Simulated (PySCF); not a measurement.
## Electronic structure of B (boron, neutral) at the UHF level

Configuration: [He] 2s2 2p1, 2P determinant. Calculation: PySCF 2.14, in x2c-SVPall (3s2p1d, 14 functions); the spin-free X2C one-electron Hamiltonian (Gaussian nucleus).

```json
{
 "Total energy": "-24.507213 hartree",
 "One-electron energy": "-32.3326 hartree",
 "Hartree (Coulomb) energy": "11.5869 hartree",
 "Exchange energy": "-3.7615 hartree",
 "⟨S²⟩": "0.7556",
 "⟨L²⟩": "2.013",
 "Sum of ⟨r⟩": "6.822 bohr",
 "Sum of ⟨r²⟩": "15.81 bohr²",
 "Traceless quadrupole moment −½Σ⟨3z² − r²⟩ along its main axis": "-2.35 e·bohr²",
 "Langevin diamagnetic susceptibility": "-12.5 ×10⁻⁶ cm³/mol",
 "Time after the integrals": "0.05 s of wall time on 1 thread of Neoverse-V1 (shared host)"
}
```

| shell | electrons | mean orbital energy (eV) | rms radius, mean of both spins (bohr) |
| --- | --- | --- | --- |
| 1s α | 1 | -209.60 | 0.379 |
| 1s β | 1 | -209.14 | 0.379 |
| 2s α | 1 | -14.585 | 2.20 |
| 2s β | 1 | -11.894 | 2.20 |
| 2p α | 1 | -8.717 | 2.42 |
